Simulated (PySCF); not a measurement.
# Excitation energy of Sr by level of theory

Sr [Kr] 5s2 (1S) → Sr [Kr] 4d1 5s1, s spin flipped, as a difference of total energies. Computed with PySCF 2.14 in x2c-TZVPPall with one added diffuse shell each of s, p, d, f type (9s7p7d3f1g, 95 functions), with scalar relativity by spin-free X2C-1e. Correlated levels: valence and next inner shell: [Ar] 3d10 frozen. The calculations carry no spin-orbit coupling.

```csv
method,excitation energy (eV)
UHF,2.298
MP2 (valence and next inner shell),2.511
SCS-MP2 (valence and next inner shell),2.542
```

How much does correlation contribute at MP2 (valence and next inner shell)?

2.511 − (2.298) = 0.213 eV, measured against UHF.

The upper determinant mixes two multiplicities, so it lies between the two terms.
